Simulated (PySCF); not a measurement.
**Electron correlation in Cd (cadmium, neutral)**

[Kr] 4d10 5s2, closed-shell 1S. Calculation: PySCF 2.14, in aug-cc-pwCVDZ-PP with ECP28MDF; scalar relativity through the core potential. Frozen: 4s2 4p6; 12 electrons correlated.

| level | correlation energy (mhartree) |
| --- | --- |
| CCSD | -412.37 |
| (T) | -12.24 |
| CCSD(T) | -424.61 |

Diagnostics: T1 = 0.019, D1 = 0.0650, largest double amplitude 0.054.

Cost of the coupled-cluster step: roughly 6 core-seconds, for 12 correlated electrons.

Iterations:

```
CC2 = 0
CCSD nocc = 6, nmo = 66
frozen orbitals [0, 1, 2, 3]
max_cycle = 100
direct = 0
conv_tol = 1e-08
conv_tol_normt = 1e-06
diis_space = 8
diis_start_cycle = 0
Init t2, MP2 energy = -167.281899905016  E_corr(MP2) -0.444019920907934
Init E_corr(CCSD) = -0.444019920941559
cycle = 1  E_corr(CCSD) = -0.401123279121287  dE = 0.0428966418  norm(t1,t2) = 0.0573306
cycle = 2  E_corr(CCSD) = -0.412097338366624  dE = -0.0109740592  norm(t1,t2) = 0.0165456
cycle = 3  E_corr(CCSD) = -0.411287543249044  dE = 0.000809795118  norm(t1,t2) = 0.00783016
cycle = 4  E_corr(CCSD) = -0.412373627825945  dE = -0.00108608458  norm(t1,t2) = 0.00206263
cycle = 5  E_corr(CCSD) = -0.412383886343125  dE = -1.02585172e-05  norm(t1,t2) = 0.000174927
cycle = 6  E_corr(CCSD) = -0.412373040506924  dE = 1.08458362e-05  norm(t1,t2) = 4.53932e-05
cycle = 7  E_corr(CCSD) = -0.412372029766275  dE = 1.01074065e-06  norm(t1,t2) = 6.95745e-06
cycle = 8  E_corr(CCSD) = -0.412372545763789  dE = -5.15997514e-07  norm(t1,t2) = 1.71922e-06
cycle = 9  E_corr(CCSD) = -0.4123725111741  dE = 3.45896886e-08  norm(t1,t2) = 6.15914e-07
cycle = 10  E_corr(CCSD) = -0.412372438844567  dE = 7.23295333e-08  norm(t1,t2) = 1.74832e-07
cycle = 11  E_corr(CCSD) = -0.412372441526903  dE = -2.68233669e-09  norm(t1,t2) = 3.76865e-08
CCSD converged
E(CCSD) = -167.2502524256354  E_corr = -0.4123724415269034
CCSD(T) correction = -0.0122401090832639
```
